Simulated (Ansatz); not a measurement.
`C/C=[C](\N)[AlH2]` + `N[SiH2]NCO` → `N[SiH2]N[CH2][AlH2]` + `C/C=C(\N)O`  (formal exchange of groups at the Al–C bond)

Computed with Ansatz on PBE0-D4/def2-TZVP structures; ΔE is electronic, products minus reactants. CCSD(T)/CBS adds triple-zeta CCSD(T) − MP2 to the extrapolated MP2 energy (def2 sets, frozen cores). Double bonds are as drawn, so ΔE can hold a change between cis and trans. Functionals use def2-TZVPP. One conformer a species, not always the lowest.

```json
{"species": "`C/C=[C](\\N)[AlH2]`", "r2SCAN-D4 energy (Eh)": "-416.22323"}
{"species": "`N[SiH2]NCO`", "r2SCAN-D4 energy (Eh)": "-517.14920"}
{"species": "`N[SiH2]N[CH2][AlH2]`", "r2SCAN-D4 energy (Eh)": "-684.90778"}
{"species": "`C/C=C(\\N)O`", "r2SCAN-D4 energy (Eh)": "-248.45515"}
```

Q: Work out ΔE.

A: ΔE = (-684.90778) + (-248.45515) − (-416.22323) − (-517.14920) = 0.00950 Eh = +0.26 eV. CCSD(T)/CBS gives +0.29 eV.

Largest T1 diagnostic among the species: 0.011.
